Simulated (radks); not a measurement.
The numbers below are computed, except where a source is named.
Valence configurations of Ce (all share [Xe]). Code: a radial shooting solver on a logarithmic mesh with Libxc functionals. Model: Dirac Kohn-Sham, PBE, spin-unpolarised, spherical densities, point nucleus; open shells are shared between the two j in proportion to 2j + 1. Energies are relative to 4f1 5d1 6s2; eigenvalues in eV.

valence,E (eV),e(4f5/2),e(4f7/2),e(5d3/2),e(5d5/2),e(6p1/2)
4f1 5d1 6s2,0.000,-5.567,-5.235,-3.179,-2.977,-
5d2 6s2,4.753,-,-,-4.224,-3.969,-
4f1 5d3,2.125,-2.791,-2.464,-1.519,-1.365,-
4f1 5d2 6s1,0.895,-3.973,-3.644,-2.218,-2.042,-
4f1.5 5d1 6s1.5,-0.059,-2.199,-1.895,-2.215,-2.052,-
4f1 6s2 6p1,2.281,-8.617,-8.281,-,-,-2.345
4f2 6s2,-0.274,-0.790,-0.511,-,-,-
4f1 5d0.5 6s2 6p0.5,0.992,-7.068,-6.734,-4.194,-3.972,-1.925
4f1 5d1 6s1 6p1,2.442,-6.688,-6.356,-4.078,-3.863,-2.001

NIST lists [Xe] 4f1 5d1 6s2 as the ground configuration; this level of theory puts 4f2 6s2 lower, by 0.274 eV. The energies are those of spherical spin-averaged densities, not of single terms. No valid solution was reached for [Xe] 4f2 5d1 6s1.
